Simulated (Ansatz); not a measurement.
Calculated with Ansatz (gas phase, PBE0-D4/def2-TZVP geometries, no zero-point term in ΔE). CCSD(T)/CBS is the MP2 limit (def2-TZVPP, def2-QZVPP) plus CCSD(T) − MP2 in def2-TZVPP, frozen cores. This one scheme is used for every species. Elements past krypton have def2 core potentials. For In outer-core shells are correlated without core-valence functions, which leaves a few kJ/mol of doubt a bond. One conformer a species, not always the lowest.

Reaction (formal exchange of groups at the In–S bond): `[F][InH][SH]` + `CC` → `C[CH2][InH][F]` + H₂S

```tsv
species	CCSD(T)/CBS(def2) energy (Eh)
`[F][InH][SH]`	-688.63795
`CC`	-79.71954
`C[CH2][InH][F]`	-369.34165
H₂S	-398.97279
```

**Question.** Work out ΔE.

**Answer.** ΔE = (-369.34165) + (-398.97279) − (-688.63795) − (-79.71954) = 0.04305 Eh = +27.0 kcal/mol.

Largest T1 diagnostic among the species: 0.016.

From BLYP to BHLYP (50 % exact exchange), in def2-TZVPP and without D4, ΔE moves by +1.9 kcal/mol. In def2-TZVPP, CCSD(T) changes the Hartree–Fock value by −5.3 kcal/mol (the triples alone add −0.3 kcal/mol) and MP2 by −5.2 kcal/mol.
